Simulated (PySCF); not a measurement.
# Computed structure and properties of [Hf(NH2)3(H2O)]+

System: [Hf(NH2)3(H2O)]+ (singlet); start: template (Cs). Method: PySCF 2.14.0, RKS PBE0, Hf def2-SVP with ECP60, N def2-SVP, H def2-SVP, O def2-SVP; non-relativistic Hamiltonian with scalar-relativistic core potentials where named; density fitting; no spin-orbit coupling.

Input of the relaxation:

```python
mol = gto.M(atom='''
Hf     0.01636    -0.01636     0.01636
N      1.18026     1.14754     1.18026
H      2.10786     0.90134     1.52096
H      0.93406     2.07514     1.52096
N     -1.14754    -1.18026     1.18026
H     -2.07514    -0.93406     1.52096
H     -0.90134    -2.10786     1.52096
N      1.18026    -1.18026    -1.14754
H      0.93406    -2.10786    -1.48824
H      2.10786    -0.93406    -1.48824
O     -1.24224     1.24224    -1.24224
H     -1.89724     1.89724    -0.95424
H     -1.26854     1.26854    -2.21164''',
    basis={'Hf': 'def2-SVP', 'N': 'def2-SVP', 'H': 'def2-SVP', 'O': 'def2-SVP'},
    ecp={'Hf': 'def2-SVP'},
    charge=1, spin=0)
mf = dft.RKS(mol, xc='PBE0')
mf.grids.atom_grid = (50, 194)
mf = mf.density_fit()  # fitting sets: Hf def2-universal-JKFIT, N def2-universal-JKFIT, H def2-universal-JKFIT, O def2-universal-JKFIT
mf.conv_tol = 1e-08; mf.max_cycle = 55
mf.kernel(dm0)  # dm0: converged density of the start geometry
# quasi-Newton relaxation in Cartesian coordinates to a largest gradient under 0.00045 Eh/bohr, steps kept in the point group
```

Run from Python with OMP_NUM_THREADS=2; the lines above give its settings. Where DIIS fails, smearing, a level shift and second-order steps follow.
It took 2.5 min on 2 threads of Arm Neoverse V1, on a shared host, from the converged density of the start.

Course of the relaxation:

```
step  energy above end (eV)  largest force component within the symmetry (eV/Å)
   0                 0.5142                                               0.664
   1                 0.4436                                               0.493
   2                 0.4091                                               0.291
   3                 0.3387                                               0.478
   4                 0.3324                                               1.566
   5                 0.2520                                               0.371
   6                 0.2105                                               0.328
   7                 0.1634                                               0.911
  18                 0.0020                                               0.108
  19                 0.0010                                               0.057
  20                 0.0004                                               0.031
  21                 0.0002                                               0.020
  22                 0.0001                                               0.022
  23                 0.0000                                               0.017
```
(The steps between are left out.)

Relaxed geometry (Cs):

```xyz
13

Hf    0.0882   -0.0882    0.1380
N     1.1304    1.2354    1.2172
H     2.0246    1.6603    0.9679
H     0.8950    1.5600    2.1571
N    -1.2354   -1.1304    1.2172
H    -1.5600   -0.8950    2.1571
H    -1.6603   -2.0246    0.9679
N     1.1601   -1.1601   -1.1724
H     0.9368   -2.0984   -1.5096
H     2.0984   -0.9368   -1.5096
O    -1.1169    1.1169   -1.3107
H    -1.7884    1.7884   -1.1177
H    -1.0440    1.0440   -2.2740
```

```
      contact      Å
 Hf1–N2 (NH2)  2.001
 Hf1–N5 (NH2)  2.001
 Hf1–N8 (NH2)  2.004
Hf1–O11 (H2O)  2.237
```

On the finer grid (75, 302):

- HOMO: -11.58 eV
- LUMO: -4.85 eV
- Dipole about the centre of mass: 4.28 D
- Set of Mulliken populations of Hf1 outside the core potential: s 2.39, p 6.28, d 2.09, f 0.14
- D3(BJ) dispersion energy (not in the energies): -0.210 eV

```json
{"atom": "Hf1", "Mulliken (e)": "1.09", "Löwdin (e)": "0.41", "spin (e)": "0.00"}
{"atom": "N2", "Mulliken (e)": "-0.48", "Löwdin (e)": "-0.15", "spin (e)": "0.00"}
{"atom": "H3", "Mulliken (e)": "0.18", "Löwdin (e)": "0.11", "spin (e)": "0.00"}
{"atom": "H4", "Mulliken (e)": "0.18", "Löwdin (e)": "0.11", "spin (e)": "0.00"}
{"atom": "N5", "Mulliken (e)": "-0.48", "Löwdin (e)": "-0.15", "spin (e)": "0.00"}
{"atom": "H6", "Mulliken (e)": "0.18", "Löwdin (e)": "0.11", "spin (e)": "0.00"}
{"atom": "H7", "Mulliken (e)": "0.18", "Löwdin (e)": "0.11", "spin (e)": "0.00"}
{"atom": "N8", "Mulliken (e)": "-0.48", "Löwdin (e)": "-0.15", "spin (e)": "0.00"}
{"atom": "H9", "Mulliken (e)": "0.18", "Löwdin (e)": "0.11", "spin (e)": "0.00"}
{"atom": "H10", "Mulliken (e)": "0.18", "Löwdin (e)": "0.11", "spin (e)": "0.00"}
{"atom": "O11", "Mulliken (e)": "-0.29", "Löwdin (e)": "0.07", "spin (e)": "0.00"}
{"atom": "H12", "Mulliken (e)": "0.27", "Löwdin (e)": "0.16", "spin (e)": "0.00"}
{"atom": "H13", "Mulliken (e)": "0.27", "Löwdin (e)": "0.16", "spin (e)": "0.00"}
```

On the grid (50, 194), as all that follows. Harmonic modes: a minimum within the noise of the softest modes; lowest 55 cm⁻¹ (negative: unstable), highest 3890 cm⁻¹, zero-point energy 2.703 eV.

Taking off one NH2 (charge -1, singlet; the rest: singlet) in vacuum, both parts rigid, costs 17.29 eV; the small basis without counterpoise inflates it. Most of it is the attraction of opposite charges; other ways to part are cheaper, and one spin state was tried for the rest.

Rigid scan of NH2 along the line from its metal:

distance to N2 (Å), energy (eV) and a bar:
```
     1.70      1.693 #########
     1.80      0.645 ###
     1.90      0.139 #
     2.00      0.000 
     2.10      0.105 #
     2.20      0.369 ##
     2.40      1.155 ######
     2.70      2.530 #############
     3.10      4.208 ######################
     3.60      5.768 ##############################
```

Taking off one H2O (charge 0, singlet; the rest: singlet) in vacuum, both parts rigid, costs 2.14 eV; the small basis without counterpoise inflates it.

Rigid scan of H2O along the line from its metal:

distance to O11 (Å), energy (eV) and a bar:
```
     1.94      0.656 #############
     2.04      0.245 #####
     2.14      0.052 #
     2.24      0.000 
     2.34      0.035 #
     2.44      0.123 ###
     2.64      0.366 ########
     2.94      0.745 ###############
     3.34      1.141 #######################
     3.84      1.461 ##############################
```

One start shape was tried, so this needn't be the lowest isomer.
